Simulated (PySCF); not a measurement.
Radial density of Nb³⁺ (niobium, charge +3)

UHF, [Kr] 4d2, high-spin 3F determinant. All numbers are calculated (PySCF 2.14, scalar relativity through the core potential, in aug-cc-pVTZ-PP with one added diffuse shell each of s, p, d, f, g type with ECP28MDF (7s7p6d4f3g, 113 functions)). This is the valence pseudo-density: the core potential removes the inner electrons and smooths the orbitals near the nucleus.

```csv
r (bohr),4πr²ρ (e/bohr),4πr²(ρα − ρβ)
0.0366,1.640e-05,0.0000
0.0616,4.326e-05,0.0000
0.104,0.0001641,0.0000
0.174,0.001375,0.0002
0.293,0.02252,0.0037
0.493,0.6347,0.0580
0.829,6.737,0.5515
1.39,7.617,1.3586
2.35,1.103,0.5792
3.95,0.02879,0.0268
6.64,5.066e-05,0.0001
```

Energies and moments cover only the electrons outside the core potential.
